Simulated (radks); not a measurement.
Question: These are the eigenvalues of the occupied orbitals of an atom or ion with whole-number occupations (eV). All-electron calculation, non-relativistic Kohn-Sham, TPSS, spin-polarised, spherical densities, point nucleus; meta-GGA in the generalised Kohn-Sham scheme. Program: a radial shooting solver on a logarithmic mesh with Libxc functionals.

| orbital | eigenvalue |
|---|---|
| 1s up | -6636.960 |
| 1s down | -6633.175 |
| 2s up | -957.4846 |
| 2s down | -950.6978 |
| 2p up | -857.1855 |
| 2p down | -849.5437 |
| 3s up | -249.7269 |
| 3s down | -249.0897 |
| 3p up | -217.9513 |
| 3p down | -217.2438 |

Which element is it, and in what charge state? The configuration may be excited. Open shells, if any, are filled with parallel spins first.

Answer: Z = 25, manganese, charge +8: Mn8+ in [He] 2s2 2p5 3s2 3p6. The list shows which subshells hold electrons but not how many an open one holds; the 1s level, -243.9 hartree, gives Z - s = 22.1 by -(Z - s)^2/2, which with screening narrows Z to a few neighbours, and the depths of the outer levels then fix element, charge and occupations together.
